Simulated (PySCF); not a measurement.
SMILES BrC1=CC=CC12C=CC=C2, C9H7Br

Cartesian coordinates in Å; atom numbers follow the order of the lines, from 1:
```xyz
17

Br    0.1021    2.4717   -0.6249
C     1.1773    0.9687   -0.4058
C     2.5023    0.8690   -0.6305
C     2.9159   -0.5022   -0.3226
C     1.8505   -1.2202    0.0831
C     0.6123   -0.3516    0.0749
C    -0.4911   -0.8928   -0.8069
C    -1.6007   -1.0824   -0.0695
C    -1.3340   -0.6904    1.3195
C    -0.0625   -0.2626    1.4257
H     3.1538    1.6696   -0.9806
H     3.9394   -0.8698   -0.4141
H     1.8252   -2.2675    0.3834
H    -0.3536   -1.0781   -1.8719
H    -2.5550   -1.4641   -0.4365
H    -2.0621   -0.7395    2.1310
H     0.4500    0.1037    2.3149
```

Theory: quadratic response CAM-B3LYP/aug-cc-pVDZ first hyperpolarisability, Taylor convention, gas phase in PySCF 2.14.0. Geometry: PBE0-D3(BJ)/def2-SVP.

The calculation is non-relativistic, which matters for the atoms heavier than Zn.

Give the tensor of the second harmonic β(−2ω;ω,ω) at 1907 nm in the axes of these coordinates.

In au, Taylor convention; rows are the first index (the induced dipole):
|  | xx | yy | zz | xy | xz | yz |
| --- | --- | --- | --- | --- | --- | --- |
| x | -44.2 | -21.6 | -4.4 | +28.5 | -0.7 | +3.5 |
| y | +28.1 | +66.0 | +17.9 | -20.9 | +3.2 | -4.0 |
| z | -0.7 | -3.8 | -13.6 | +3.2 | -4.8 | +18.0 |

Norm of βᵢ = ⅓ Σⱼ (βᵢⱼⱼ + βⱼᵢⱼ + βⱼⱼᵢ): 133.6 au, hyper-Rayleigh value 49.4 au.
